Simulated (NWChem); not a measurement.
Molecule: GeH$_{4}$; SMILES [GeH4]

```xyz
5

Ge     0.0000     0.0000     0.0000
H      1.0627     0.0000    -1.1108
H      0.4317     0.9580     1.1221
H     -0.1477    -1.4209     0.5679
H     -1.3467     0.4629    -0.5792
```
Atoms are numbered in this order, from 1.

Results from NWChem. Coordinates come from a PBE0/def2-SVP optimisation. GIAO values for the isolated, static molecule; σ is the absolute isotropic shielding.

### Question
Taking B3LYP/pcSseg-2 as the yardstick, which of these has the fewest basis functions while keeping “σ Ge1 (ppm)” within 10 ppm of it: B3LYP/cc-pVTZ; B3LYP/cc-pVDZ; B3LYP/pcSseg-1?

### Answer
B3LYP/pcSseg-1 (a larger set in the list lies outside the tolerance).
```json
[
 {"level": "B3LYP/cc-pVDZ", "basis functions": "47", "σ Ge1 (ppm)": "1805.3", "relative time (rough)": "4"},
 {"level": "B3LYP/pcSseg-1", "basis functions": "61", "σ Ge1 (ppm)": "1631.1", "relative time (rough)": "1"},
 {"level": "B3LYP/cc-pVTZ", "basis functions": "99", "σ Ge1 (ppm)": "1687.6", "relative time (rough)": "10"},
 {"level": "B3LYP/pcSseg-2", "basis functions": "119", "σ Ge1 (ppm)": "1628.5", "relative time (rough)": "5"}
]
```

The yardstick is one finite set, not the basis-set limit.
